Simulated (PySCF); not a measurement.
These compounds are isomers of formula C₅H₅NO₃.

A. SMILES COC(=O)c1cnoc1
B. SMILES COC(=O)c1ccon1
C. SMILES C/N=C\c1coc(=O)o1

Spectrum 1. ¹H NMR (300 MHz, computed): δ 8.47 (s, 1H), 7.13 (s, 1H), 3.65 (s, 3H). ¹³C{¹H} NMR (computed): δ 155.6 (C), 151.4 (CH), 142.9 (C), 139.5 (CH), 44.2 (CH3).

Spectrum 2. ¹H NMR (300 MHz, computed): δ 9.20 (m, 1H), 8.56 (m, 1H), 4.11 (s, 3H). ¹³C{¹H} NMR (computed): δ 171.2 (CH), 168.0 (C), 153.4 (CH), 122.7 (C), 54.0 (CH3).

Spectrum 3. ¹H NMR (300 MHz, computed): δ 8.68 (d, J = 2.0 Hz, 1H), 7.14 (d, J = 2.0 Hz, 1H), 4.18 (s, 3H). ¹³C{¹H} NMR (computed): δ 168.5 (C), 165.8 (CH), 160.9 (C), 115.4 (CH), 54.2 (CH3).

[PySCF 2.14: shieldings: GIAO PBE0/pcSseg-1; B3LYP/pcJ-1 coupling constants (spin–dipole term left out of most H,H and C,H couplings); geometry: GFN2-xTB; relativity neglected; equivalent nuclei averaged; one computed conformer; no solvent model]

δ = σ(ref) − σ, references computed at the same level: ¹H and ¹³C against TMS. Multiplet labels drop J under 1 Hz and among equivalent protons, and merge close values. Unscaled 3J(H,H) run several per cent high. Where no couplings were computed, multiplicities follow the n + 1 count of equivalent neighbours, and m marks all less simple cases (inequivalent or close neighbours, rings, F or P nearby). Shifts are as computed. Against solution values, carbons near 30 ppm lie about +3 ppm off and those near 130 ppm about +5 ppm. Of 1211 compounds with measured shifts, 218 miss one by over three times the rms of a fit or turn the order of signals round; such compounds aren't used in these exercises.

**Question.** Match each spectrum to its structure.

**Answer.** 1–C, 2–A, 3–B.

- Spectrum 1 (C): 5 ¹³C signals; δC 44.2 is a methyl carbon bonded to N; δH 3.65 is the hydrogen on a methyl carbon bonded to N.
- Spectrum 2 (A): 5 ¹³C signals; δC 168.0 is an ester carbonyl carbon; δC 153.4 is an aromatic CH next to a ring nitrogen.
- Spectrum 3 (B): 5 ¹³C signals; δC 168.5 is an ester carbonyl carbon; δC 54.2 is a methyl carbon bonded to O.
